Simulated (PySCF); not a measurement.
C₃H₉OSi, SMILES CCO[SiH]C, doublet at its PBE0/def2-SVP optimised geometry (Å):

```
14

C      1.8812    -0.0311     0.4301
C      0.4462     0.0205     0.9016
O     -0.3706    -0.6866     0.0000
Si    -2.0435    -0.6866     0.0000
C     -2.5799    -1.5927    -1.5505
H      2.5399     0.5082     1.1277
H      1.9778     0.4272    -0.5656
H      2.2257    -1.0736     0.3600
H      0.3646    -0.4195     1.9139
H      0.1119     1.0736     0.9847
H     -2.5399     0.7392     0.0000
H     -2.2242    -2.6338    -1.5400
H     -3.6776    -1.6015    -1.6309
H     -2.1660    -1.0951    -2.4429
```

Method: unrestricted PBE0/def2-TZVP in PySCF 2.14.0. Cells within 0.4 Å of a nucleus heavier than hydrogen are left out (blank, or x).

Map of the spin density (e/bohr³) on the plane z = 1.0 Å:

```
|0000000000000000000000000000000|
|0000000000000000000000000000000|
|0000000000000000000000000000000|
|0000000000000000000000000000000|
|0000000000000000000000000000000|
|0000000000000000000000000000000|
|0000000000000000000000000000000|
|0000000000000000000000000000000|
|0000000000000000000000000000000|
|0000000000000000000000000000000|
|0000000000000000000000000000000|
|0000000000000000000000000000000|
|0000000000000000000000000000000|
|0000000000000000000000000000000|
|0000000000000000xx0000000000000|
|0000000111100000xx0000000000000|
|0000012354200000x00000000000000|
|0000013687410000000000000000000|
|0000024798510000000000000000000|
|0000013677410000000000000000000|
|0000012344210000000000000000000|
|0000001121100000000000000000000|
|0000000000000000000000000000000|
|0000000000000000000000000000000|
|0000000000000000000000000000000|
|0000000000000000000000000000000|
|0000000000000000000000000000000|
|0000000000000000000000000000000|
|0000000000000000000000000000000|
|0000000000000000000000000000000|
|0000000000000000000000000000000|
```
Scale: ten equal steps from 0.000 (start of '0') to 0.036 (end of '9'), in the order '0123456789'; x runs from -5.00 to 5.00, y from -5.00 (bottom) to 5.00 (top).
